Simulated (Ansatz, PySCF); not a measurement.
HO₂, SMILES [O]O (connectivity only; charge and spin as stated), charge -1, multiplicity 1.

Geometry optimised at B3LYP-D3(BJ)/def2-TZVPD. The spin state was assumed, not searched. The isomer is the one that the SMILES or the coordinates give; other isomers of the formula were not compared.

Two levels are set side by side: PBE/def2-TZVPD (Ansatz, a first-principles code) and EOM-CCSD/aug-cc-pVDZ (PySCF). PBE by ΔSCF, the other level by its IP root; same geometry, the bases differ. Differences are taken from unrounded values.

| quantity | EOM-CCSD |
|---|---|
| vertical ionisation energy (eV) | 1.16 |

Q: What does PBE give, and how far is it from EOM-CCSD? (Estimate from the structure and the level; the computed values follow.)

A: 
```
quantity                          PBE  PBE minus EOM-CCSD
-------------------------------  ----  ------------------
vertical ionisation energy (eV)  1.30                0.14
```
